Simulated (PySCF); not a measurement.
C3H6F2Si, SMILES C/C=C(\F)[SiH2]F. Heavy atoms are numbered as in [CH3:1]/[CH:2]=[C:3](\[F:4])[SiH2:5][F:6]. Hydrogens are named by the atom that carries them.

Geometry optimised at B3LYP-D3(BJ)/def2-SVP. The structure was generated by enumeration; whether it is a known compound was not checked. Other conformers were not sampled.

The numbers are results of PBE0/pcSseg-1 (PySCF), not measurements.

GIAO shieldings, no solvent; atoms alike by connectivity are averaged. δ = σ(ref) − σ: ¹³C against TMS (σ = 186.3 ppm); ¹⁹F against CFCl3 (σ = 167.2 ppm); ²⁹Si against TMS (σ = 352.7 ppm); ¹H against TMS (σ = 31.56 ppm), references at their B3LYP-D3(BJ)/def2-TZVP geometries, non-relativistic.

| nucleus | atoms | count | δ (ppm) |
|---|---|---|---|
| ¹³C | C3 | 1 | 167.5 |
| ¹³C | C2 (CH) | 1 | 132.7 |
| ¹³C | C1 (CH3) | 1 | 14.0 |
| ¹⁹F | F4 | 1 | -138.8 |
| ¹⁹F | F6 | 1 | -237.7 |
| ²⁹Si | Si5 (SiH2) | 1 | -15.8 |
| ¹H | H on C2 | 1 | 6.01 |
| ¹H | H on Si5 | 2 | 5.49 |
| ¹H | H on C1 | 3 | 2.20 |
